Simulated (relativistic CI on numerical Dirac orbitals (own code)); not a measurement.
## Mn⁴⁺: K-alpha X-ray emission

Computed with this model: Dirac-Coulomb-Breit CI, orbitals from a KLI potential per configuration, model QED (radiative potential, 1s self-energy scaled to tabulated hydrogen-like ionisation energies), valence Slater integrals scaled by 0.9, multiplet model of X-ray emission after core ionisation; configurations [Ar] 3d3 → 1s 2s2 2p6 3s2 3p6 3d3 → [He] 2s2 2p5 3s2 3p6 3d3; 80 K; Lorentzian 1.26 eV and Gaussian 0.6 eV FWHM. Energies are those of the free ion, without screening or charge transfer. S is read from ⟨S²⟩ = S(S + 1).

Field parameters in Wybourne normalisation: Td as Oh with Dq negative (B⁴₀ = 21Dq, B⁴₄ = √(5/14) B⁴₀). The field is a parameter set, without covalency.

Computed curve for free ion, scaled to 100 at the maximum (points under 2 are left out and the grid is thinned):

```tsv
Energy (eV)	Intensity
5877.4	2.1
5878.0	3.4
5878.8	6.0
5879.4	9.0
5880.0	9.5
5880.6	7.5
5881.4	9.3
5882.0	11.8
5882.6	18.5
5883.2	25.5
5884.0	27.3
5884.6	37.6
5885.2	28.6
5885.8	13.9
5886.6	7.1
5887.2	5.8
5887.8	5.4
5888.4	5.9
5889.2	6.9
5889.8	8.5
5890.4	11.0
5891.0	17.3
5891.8	21.4
5892.4	16.6
5893.0	14.3
5893.6	15.9
5894.4	27.6
5895.0	53.9
5895.6	82.2
5896.2	85.4
5897.0	100.0
5897.6	71.4
5898.2	33.0
5898.8	16.6
5899.6	8.6
5900.2	5.9
5900.8	4.3
5901.4	3.3
5902.2	2.5
5902.8	2.0
```

The ground state has S = 1.50, and the centroid lies at 5892.45 eV.
